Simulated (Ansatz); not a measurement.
Total energies of B5H3 (the lowest singlet isomer of a short search) from Ansatz at PBE0-D4/def2-TZVP, gas phase (1 Eh = 27.2114 eV = 2625.5 kJ/mol). The reference geometry is relaxed at PBE-D4/def2-SVP.

Cartesian coordinates in Å:
```
B -0.504 0.245 -0.170
B 0.870 -0.501 0.533
B -0.210 0.646 -1.814
B 0.946 -0.049 -1.008
B -0.732 -0.129 1.316
H -0.873 1.167 -2.670
H -1.062 -0.353 2.447
H 1.566 -1.028 1.366
```

```csv
state,geometry,energy (Eh)
charge 0 singlet,reference,-125.78762
charge 1 doublet,reference,-125.44343
free B atom (doublet),–,-24.61828
free H atom (doublet),–,-0.50104
```

Task: Work out the vertical ionisation energy to the doublet.

Result: E(charge 1 doublet) − E(charge 0 singlet) = -125.44343 − (-125.78762) = 0.34419 Eh = 9.37 eV. For comparison, −ε of the highest occupied level is 7.37 eV at this level, 2.00 eV less.

Task: What is the binding energy per atom against free atoms?

Result: Atoms: 5 × (-24.61828) + 3 × (-0.50104) = -124.59452 Eh. Binding: -124.59452 − (-125.78762) = 1.19310 Eh = 32.47 eV, or 4.06 eV for each of 8 atoms (no zero-point energy, no counterpoise term).

The structure comes from a short search, and lower isomers may exist.
